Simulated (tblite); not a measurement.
C6H12FO (doublet state).
Numbering: `[CH3:1][C:2]([CH3:3])([CH2:4][O:5])[CH2:6][CH2:7][F:8]` (hydrogens: H9, H10, H11 on C1; H12, H13, H14 on C3; H15, H16 on C4; H17, H18 on C6; H19, H20 on C7)

Computed geometry: GFN2-xTB, gas phase. This method treats the open shell by occupation alone, without spin polarisation.

Problem. Give the optimised bond lengths and angles.

Solution. 
```json
{"bond": "C1–C2, C2–C3", "length (Å)": "1.526"}
{"bond": "C2–C4", "length (Å)": "1.570"}
{"bond": "C4–O5", "length (Å)": "1.334"}
{"bond": "C2–C6", "length (Å)": "1.537"}
{"bond": "C6–C7", "length (Å)": "1.514"}
{"bond": "C7–F8", "length (Å)": "1.365"}
{"bond": "C1–H9 and 5 like bonds", "length (Å)": "1.087"}
{"bond": "C4–H15, C4–H16", "length (Å)": "1.107"}
{"bond": "C6–H17, C6–H18", "length (Å)": "1.093"}
{"bond": "C7–H19", "length (Å)": "1.093"}
{"bond": "C7–H20", "length (Å)": "1.145"}
```

Bonds in one row agree within 0.01 Å and their mean is given. A selection of angles:
```json
{"angle": "C2–C1–H9", "degrees": "110.2"}
{"angle": "C2–C1–H10", "degrees": "110.8"}
{"angle": "H9–C1–H10", "degrees": "109.1"}
{"angle": "H9–C1–H11", "degrees": "108.2"}
{"angle": "C1–C2–C3", "degrees": "110.6"}
{"angle": "C1–C2–C4", "degrees": "109.2"}
{"angle": "C1–C2–C6", "degrees": "111.2"}
{"angle": "C3–C2–C6", "degrees": "109.8"}
{"angle": "C4–C2–C6", "degrees": "106.4"}
{"angle": "C2–C4–O5", "degrees": "113.4"}
{"angle": "C2–C4–H15", "degrees": "105.1"}
{"angle": "C2–C4–H16", "degrees": "109.0"}
{"angle": "O5–C4–H15", "degrees": "108.2"}
{"angle": "O5–C4–H16", "degrees": "112.9"}
{"angle": "H15–C4–H16", "degrees": "107.8"}
{"angle": "C2–C6–C7", "degrees": "112.2"}
{"angle": "C2–C6–H17", "degrees": "109.5"}
{"angle": "C7–C6–H17", "degrees": "107.9"}
{"angle": "C7–C6–H18", "degrees": "110.3"}
{"angle": "H17–C6–H18", "degrees": "107.9"}
{"angle": "C6–C7–F8", "degrees": "112.0"}
{"angle": "C6–C7–H19", "degrees": "114.9"}
{"angle": "C6–C7–H20", "degrees": "105.7"}
{"angle": "F8–C7–H19", "degrees": "107.5"}
{"angle": "H19–C7–H20", "degrees": "108.8"}
```

Torsions: C1–C2–C4–O5 -59° (synclinal); C1–C2–C6–C7 62° (synclinal); C2–C6–C7–F8 152° (antiperiplanar). The mirror-image conformer, all signs reversed, is as good.

Of the pairs four or more bonds apart, O5···H20 is among the closest relative to their van der Waals radii: 1.55 Å, 57 % of the sum of Bondi's values. The C–C distances run from 1.514 Å (C6–C7, drawn single) to 1.570 Å (C2–C4, drawn single), a spread of 0.056 Å.

Point group: C1 (no symmetry element, even within 0.4 Å). Its GFN2-xTB frequencies are all real (lowest 87 cm⁻¹). 3 starts were optimised and ended at 0.00, 0.00 and 4.43 kcal/mol (GFN2-xTB); the lowest of these is shown.

The run took 0.58 s wall on Arm Neoverse V2, one thread, on a shared host. These figures are those of the optimisation.
